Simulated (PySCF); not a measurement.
Compound: C6H8O4S.
Numbering: `[CH3:1][O:2][C:3]1=[C:4]([O:5][CH3:6])[S:7](=[O:8])(=[O:9])[CH:10]=[CH:11]1`

Cartesian coordinates in Å at the GFN2-xTB level; atoms count from 1:
```xyz
19
C6H8O4S angstrom
C      2.7453   -0.2030    0.2132
O      2.0357    1.0082    0.0509
C      0.6824    0.9331   -0.0382
C     -0.1429   -0.1260   -0.0005
O      0.1347   -1.4358    0.1390
C     -0.9822   -2.3120    0.1424
S     -1.8455    0.4885   -0.1772
O     -2.4244    0.0280   -1.4101
O     -2.5967    0.2484    1.0250
C     -1.3182    2.1966   -0.2949
C      0.0041    2.2161   -0.2024
H      3.7959    0.0777    0.2607
H      2.5793   -0.8753   -0.6309
H      2.4554   -0.7110    1.1351
H     -0.5654   -3.3103    0.2622
H     -1.5343   -2.2432   -0.7970
H     -1.6554   -2.0821    0.9706
H     -1.9998    3.0117   -0.4177
H      0.6223    3.0996   -0.2376
```

NICS is the negative of the GIAO shielding at a point without a nucleus: at the ring centre (0) and 1 Å above and below it (1); zz is the component along the ring normal. Level: GIAO PBE0/pcSseg-1 (PySCF, non-relativistic, gas phase) on the GFN2-xTB geometry, one conformer.

Ring bond lengths (Å), with Mayer bond orders in brackets: C3–C4 1.343 (1.59), C4–S7 1.819 (0.82), S7–C10 1.792 (0.86), C10–C11 1.326 (1.76), C11–C3 1.461 (1.10).

Q: What do the NICS probes read (ppm)?

A: 
```csv
ring,type,NICS(0),"NICS(1), two faces","NICS(1)zz, two faces",rms pucker (Å),"centre to ring atoms, mean (Å)"
C3–C4–S7–C10–C11,"5-membered ring with S; formal bonds 2 double, 3 single",-2.9,-1.4 / -1.4,5.2 / 5.2,0.00,1.31
```

Q: What can be read from them?

A: 
- C3–C4–S7–C10–C11: mean NICS(1)zz 5.2 ppm, deshielded. S7 has four or more neighbours, and the NICS criterion for π rings isn't applied.
